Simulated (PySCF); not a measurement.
C2H5FSi2, SMILES [SiH3][Si@H](F)C#C. Geometry optimised at PBE-D3(BJ)/def2-SVP. The structure was generated by enumeration; whether it is a known compound was not checked.

Computed equilibrium geometry at PBE-D3(BJ)/def2-SVP (PySCF confirms it by a frequency run) as a Z-matrix:
```
Si
F 1 1.6454
H 1 1.5014 2 107.55
C 1 1.8332 3 109.03 2 118.22
C 4 1.2295 3 149.81 1 -174.46
H 5 1.0828 3 158.85 1 -176.43
Si 1 2.3503 3 113.35 2 -120.40
H 7 1.5037 1 109.59 3 -179.80
H 7 1.5048 8 109.39 1 121.50
H 7 1.5055 8 109.30 9 119.37
```
Charge 0, spin multiplicity 1.
